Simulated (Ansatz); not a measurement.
Cartesian coordinates in Å:
```
B -0.752 1.292 0.149
Si 0.267 -0.222 -0.436
C -0.532 -1.355 -1.708
Al 2.193 0.068 0.861
Ga 0.184 0.633 2.117
H -0.545 2.053 1.109
H -1.734 1.680 -0.414
H 0.031 -1.309 -2.644
H -0.527 -2.391 -1.367
H -1.562 -1.050 -1.903
H 3.753 -0.195 0.890
H -0.777 0.796 3.346
```

The species carries charge 0 and has multiplicity 1.

(1) List the PBE/def2-TZVPP orbital energies in eV (the Gaussian-basis code of Ansatz). (Best estimate.)

Answers

(1) The calculation gave: Occupied: -10093.53, -1779.23, -1506.78, -1233.45, -1093.14, -1093.10, -1093.05, -268.87, -176.88, -143.18, -136.99, -107.03, -97.72, -97.62, -97.49, -93.80, -93.67, -93.66, -69.12, -68.96, -68.89, -19.76, -19.74, -19.64, -19.61, -19.55, -17.44, -14.07, -11.29, -10.55, -10.10, -10.00, -9.18, -8.36, -7.94, -6.55, -5.75, -5.18. Lowest empty: -2.92, -1.64, -1.49, -0.98, -0.64, -0.22, 0.34, 0.87.
